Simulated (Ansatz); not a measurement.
System: CH$_{3}$BF, charge 0, doublet. CH3BF (SMILES [B](C)F, doublet).
B3LYP-D3(BJ)/def2-TZVP minimum from Ansatz (a first-principles code):
```xyz
6

B     -0.0270    -0.0751     0.5693
F      1.1647    -0.5005     0.2111
C     -1.0695     0.4853    -0.4436
H     -2.0969     0.3865    -0.0967
H     -0.9635     0.0231    -1.4307
H     -0.8695     1.5583    -0.5570
```
Charge 0, spin multiplicity 2.

Total energies in cc-pVDZ, 17 correlated electrons, 3 frozen orbitals. Open shells are spin-unrestricted; no spin-orbit coupling. Correlated methods leave the cores frozen. No relativity.

```
method    program  energy (Eh)  minus CCSDT(Q) (mEh)
--------  -------  -----------  --------------------
HF         Ansatz   -163.74384                429.32
MP2        Ansatz   -164.13565                 37.51
CCSD       Ansatz   -164.16204                 11.11
CCSD(T)    Ansatz   -164.17163                  1.53
CCSDT(Q)   Ansatz   -164.17316                  0.00
```

Rough core times of Ansatz's runs on a shared machine: CCSD(T) under 20 s, CCSDT(Q) 7 min.
